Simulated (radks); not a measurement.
Values are calculated unless marked as measured or tabulated.
Spherical quantum dot in the effective-mass picture: electrons in a well V = -V0 / (1 + exp((r - R)/a)) with V0 = 20.9, R = 2.37, a = 0.15, with a point charge +2 (a donor) at the centre, all in effective atomic units (hartree* = m*/eps^2 hartree, bohr* = eps/m* bohr), one dielectric constant everywhere. Level of theory: non-relativistic Kohn-Sham, LDA (Slater exchange, Perdew-Wang correlation), spin-polarised, spherical densities (a radial shooting solver with Libxc functionals). Levels are named by radial order and angular momentum (1s, 1p, 1d, 2s, ...), and open shells are averaged over m. Results are scaled to m* = 0.151 and eps = 8, for which hartree* = 64.2 meV and bohr* = 2.804 nm.

N = 15, configuration 1s2 1p6 1d(up 5, down 0) 2s2. This is the lowest configuration that the search found. Occupied and some empty levels:

level,occupation,eigenvalue (meV),<r> (nm)
1s up,1,-829.00,3.282
1s down,1,-822.55,3.201
1p up,3,-770.96,4.207
1p down,3,-762.09,4.196
1d up,5,-706.14,4.535
2s up,1,-704.68,3.092
2s down,1,-699.94,3.152
1d down,0,-696.87,4.534
1f up,0,-625.87,4.770
1f down,0,-616.57,4.774
2p up,0,-552.00,3.633
2p down,0,-546.52,3.630
1g up,0,-531.13,4.962
1g down,0,-522.00,4.968

Energy (meV): total -15464.1, kinetic 1937.2, external -21269, Hartree 4464.8, exchange-correlation -596.59.

Electron density:

r (nm),n(r) (e/nm^3)
0.170,0.2173
0.598,0.1194
1.03,0.06726
1.45,0.03970
1.88,0.02586
2.31,0.02000
2.74,0.01878
3.17,0.01991
3.59,0.02155
4.02,0.02209
4.45,0.02045
4.88,0.01641
5.30,0.01095
5.73,0.005722
6.16,0.002236
6.59,0.0006285
7.02,0.0001344
7.44,0.00002447
7.87,4.102e-06
8.30,6.815e-07
